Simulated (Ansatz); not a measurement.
```xyz
15

N    -1.4606    0.2489   -1.3288
Si   -0.0643   -0.1062   -0.3873
N     1.0085   -0.9970   -1.3962
Si    1.1857    1.7537    0.3401
Si   -0.8791   -1.2468    1.5064
H    -2.3490    0.4116   -0.8841
H    -1.3736    0.7741   -2.1853
H     1.9997   -0.9894   -1.2203
H     0.7118   -1.8698   -1.8051
H     1.4337    2.7130   -0.7745
H     2.5098    1.3521    0.8986
H     0.4435    2.4777    1.4106
H    -2.0011   -0.5112    2.1598
H    -1.3731   -2.6088    1.1522
H     0.2080   -1.4022    2.5140
```

Total charge 0; spin multiplicity 1.

(1) List the PBE/def2-TZVPP orbital energies in eV (Ansatz). (Best estimate.)

## Answers

(1) Ansatz gave: Occupied: -1779.83, -1779.13, -1779.13, -380.06, -380.06, -137.46, -136.93, -136.93, -94.20, -94.19, -94.19, -93.66, -93.66, -93.65, -93.65, -93.64, -93.64, -21.35, -20.81, -13.87, -12.96, -12.43, -12.04, -11.98, -10.10, -8.61, -8.36, -8.21, -8.19, -7.99, -7.22, -6.17, -5.50. Lowest empty: -0.99, -0.86, 0.05, 0.16, 0.36, 0.51, 0.82, 1.20.
